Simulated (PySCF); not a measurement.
# Two-dimensional NMR puzzle

Compound of formula C4H13OPSi3. Correlations simulated from computed shifts and the bond graph:

HSQC (one-bond C–H):
| δH | δC |
| --- | --- |
| 2.13 | 6.0 |
| 0.20 | -7.1 |

COSY cross peaks (H two or three bonds apart, from the bond graph; peaks can be absent where the dihedral angle is near 90°):
| δH | δH |
| --- | --- |
| 5.48 | 4.48 |
| 4.48 | 1.06 |
| 4.48 | 0.20 |

HMBC (two and three bonds, from the bond graph):
| δH | δC |
| --- | --- |
| 5.48 | 115.5, 86.4, -7.1 |
| 4.48 | 86.4, -7.1 |
| 2.13 | 115.5, 86.4 |
| 1.06 | -7.1 |

Carbons without hydrogens: δ 115.5, 86.4.

- NMR shieldings at PBE0/pcSseg-1/GIAO
- coordinates at the GFN2-xTB level
- run in PySCF
- a single conformation, non-relativistic Hamiltonian, rapidly exchanging positions averaged, gas phase

Chemical shifts δ = σref − σ; $^{1}$H (σref 31.72), $^{13}$C (σref 186.93) against TMS, all at this level.

Exchangeable hydrogens are left out of these lists.

Question: Which molecule is this?

Answer: `CC#C[Si@@H](O[SiH3])[Si@@H](C)P`.

Structure with atom numbers: `[CH3:1][C:2]#[C:3][Si@@H:4]([O:5][SiH3:6])[Si@@H:7]([CH3:8])[PH2:9]` (H(Xn): hydrogen on atom n).

1. δC 115.5 is C2, an alkyne carbon.
2. δC 86.4 is C3, an alkyne carbon.
3. δC 6.0 is C1, a propargylic methyl carbon (δH 2.13).
4. δC -7.1 is C8, a methyl carbon bonded to Si (δH 0.20).
5. HMBC from δH 5.48 reaches the proton-free carbons C2, C3.
6. HMBC from δH 4.48 reaches the proton-free carbon C3.
7. HMBC from δH 2.13 reaches the proton-free carbons C2, C3.
8. COSY links 5.48–4.48, 4.48–1.06, 4.48–0.20.

The data come from this structure; uniqueness wasn't tested.

Shifts are as computed. Against solution values, carbons near 30 ppm lie about +3 ppm off and those near 130 ppm about +5 ppm. Of 1211 compounds with measured shifts, 218 miss one by over three times the rms of a fit or turn the order of signals round; such compounds aren't used in these exercises.
